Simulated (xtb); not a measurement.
BiI₃, SMILES [I][Bi]([I])[I]. All values are semi-empirical tight-binding results from xtb (GFN2-xTB unless named), good for trends rather than for accurate numbers. Coordinates come from a GFN2-xTB optimisation. The isomer is the one that the SMILES or the coordinates give; other isomers of the formula were not compared.

For metal compounds this method's bond lengths and energies can be far off.

Computed properties:
The point group as xtb finds it comes out as C3v and the orbital gap is 5.10 eV. The zero-point energy is 1.1 kcal/mol and the G − E(el) at 298.15 K (modified RRHO) comes out as -22.4 kcal/mol.
